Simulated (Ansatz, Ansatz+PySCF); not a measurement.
```
atom   x (Å)    y (Å)    z (Å)
   S  0.0000   0.0000  -0.2028
   H  0.0000   1.8945   1.6227
   H  0.0000  -1.8945   1.6227
```

Basis set: 6-31G (spherical functions). Frozen core: 5 orbitals. Charge 0, multiplicity 1.

Computed with Ansatz (development build ahead of 0.2.0); each method stands on the lowest determinant of its kind that the runs found. Restricted open shells among the atoms or ions are ROHF, correlated in semicanonical orbitals with singles. Restricted functionals stand beside restricted open-shell atoms, which can lie above the unrestricted atoms usual in DFT and then raise those values.

(1) Give the atomization energy at this shape (free ground-state atoms in the same class of orbitals less the molecule, no zero-point energy) of singlet H2S by PBE0 (unrestricted), PBE0 (restricted), RHF-CCSD(T), UHF-CCSD(T), UHF-MP2, RHF-MP2, RHF, UHF.

Results:

(1)

```tsv
method	atomization energy
PBE0 (unrestricted)	0.55 eV
PBE0 (restricted)	-0.84 eV
RHF-CCSD(T)	0.81 eV
UHF-CCSD(T)	0.49 eV
UHF-MP2	0.18 eV
RHF-MP2	-1.44 eV
RHF	-4.67 eV
UHF	0.13 eV
```

Caution: the shape is not the minimum. Caution for PBE0 (unrestricted), PBE0 (restricted): charge can spread falsely over distant fragments. Caution for PBE0 (unrestricted), UHF-CCSD(T), UHF-MP2, UHF: the unrestricted determinant is a mixture of spin states. Caution for PBE0 (restricted), RHF-CCSD(T), RHF-MP2, RHF: an unrestricted determinant lies well below. Caution for RHF-CCSD(T), UHF-CCSD(T), UHF-MP2, RHF-MP2: large amplitudes, a single reference is doubtful. Caution for RHF-CCSD(T), UHF-CCSD(T), RHF-MP2: the program doubts this total. Caution for UHF-CCSD(T), UHF-MP2: a plain start can end on a higher determinant. Caution for RHF-MP2, RHF: the molecule lies well above its atoms at this level.

This basis has no polarisation functions and is too small for such energies, which can lie far from measured ones in either direction.
